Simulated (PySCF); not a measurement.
**Two-component Hartree-Fock for Kr⁺ (krypton, charge +1)**

Start: [Ar] 3d10 4s2 4p4 5s1; 4p1/2 filled at m_j = +1/2; 4p3/2 filled at m_j = -1/2, +1/2, +3/2; 5s1/2 filled at m_j = +1/2. Calculated with PySCF 2.14 in x2c-TZVPall-2c with one added diffuse shell each of s, p, d type (7s8p5d1f, 63 functions): generalised Hartree-Fock with the X2C-1e Hamiltonian and a Gaussian nucleus; one run each with spin-orbit coupling (SO) switched off, then screened by Boettger's factors. This is a chosen level, not necessarily the ground level.

| spinor shell | electrons | ε, spin-free (eV) | ε, screened SO (eV) | weight of nominal j (screened SO) | rms radius, screened SO (bohr) |
| --- | --- | --- | --- | --- | --- |
| 1s1/2 | 2 | -14423.0 | -14422.5 | 1.000 | 0.0478 |
| 2s1/2 | 2 | -1978.7 | -1978.5 | 1.000 | 0.199 |
| 2p1/2 | 2 | -1746.1 | -1783.0 | 1.000 | 0.174 |
| 2p3/2 | 4 | -1746.1 | -1728.3 | 1.000 | 0.178 |
| 3s1/2 | 2 | -323.18 | -323.08 | 1.000 | 0.564 |
| 3p1/2 | 2 | -246.58 | -252.39 | 0.998 | 0.574 |
| 3p3/2 | 4 | -246.58 | -243.68 | 0.999 | 0.585 |
| 3d3/2 | 4 | -119.74 | -120.54 | 0.977 | 0.609 |
| 3d5/2 | 6 | -119.74 | -119.07 | 0.985 | 0.611 |
| 4s1/2 | 2 | -46.699 | -46.667 | 0.999 | 1.62 |
| 4p3/2 | 3 | -29.827 | -30.581 | 0.600 | 1.89 |
| 4p1/2 | 1 | -29.827 | -27.762 | 0.612 | 1.90 |
| 5s1/2 | 1 | -9.607 | -9.593 | 0.991 | 4.03 |

```csv
quantity,spin-free,screened SO
E (hartree),-2787.10527,-2787.28457
M_J,5/2,5/2
⟨J²⟩,8.830,8.825
⟨L²⟩,2.078,2.178
⟨S²⟩,3.752,3.674
```

Each row is a mean over spinors that exchange with the open shell spreads, by up to 6.951 eV (4s1/2).

Rows whose weight is well below 1 are mixtures of j = l ± 1/2: exchange outweighs spin-orbit coupling there, and the label is only the starting occupation.

⟨J²⟩ departs a little from M_J(M_J + 1) because the unrestricted spinors polarise the closed shells.

Without spin-orbit coupling the j labels of p, d and f shells carry no meaning; the spin-free column gives the mean over the occupied spinors of each nl shell.
